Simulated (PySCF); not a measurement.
B(Cl)(Et)(OH) (C₂H₆BClO), SMILES CCB(O)Cl. Atoms are numbered in the order given.

```xyz
11

B      0.2586     0.5167     0.1821
Cl    -1.0606    -0.3304     1.0436
C      0.6328     0.1423    -1.2917
C      0.4070    -1.3029    -1.7188
H      1.6752     0.4576    -1.4669
H      0.0240     0.8193    -1.9235
H     -0.6389    -1.6066    -1.5624
H      1.0343    -1.9973    -1.1382
H      0.6460    -1.4544    -2.7823
O      0.9003     1.5125     0.8222
H      0.5558     1.6786     1.7072
```

Coordinates come from a PBE0-D3(BJ)/def2-SVP optimisation. The structure was generated by enumeration, and PubChem lists no compound with its InChIKey, so it may never have been made. The values are those of a single conformer.

The numbers are results of KT2/pcSseg-1 in PySCF, not measurements.

GIAO shieldings, no solvent; atoms listed in one row are averaged. δ = σ(ref) − σ: ¹¹B against BF3 (σ = 89.8 ppm); ³⁵Cl against HCl (σ = 945.4 ppm); ¹³C against TMS (σ = 185.1 ppm); ¹H against TMS (σ = 31.47 ppm); ¹⁷O against H2O (σ = 330.4 ppm), references at their B3LYP-D3(BJ)/def2-TZVP geometries, non-relativistic (without spin–orbit terms, shifts of atoms bonded to Cl or Br come out too high).

Computed chemical shifts:
```tsv
nucleus	atoms	count	δ (ppm)
¹¹B	B1	1	30.1
³⁵Cl	Cl2	1	154.6
¹³C	C3	1	16.2
¹³C	C4	1	13.4
¹H	H11	1	5.40
¹H	H5	1	1.44
¹H	H7, H8, H9	3	1.32
¹H	H6	1	1.18
¹⁷O	O10	1	186.9
```
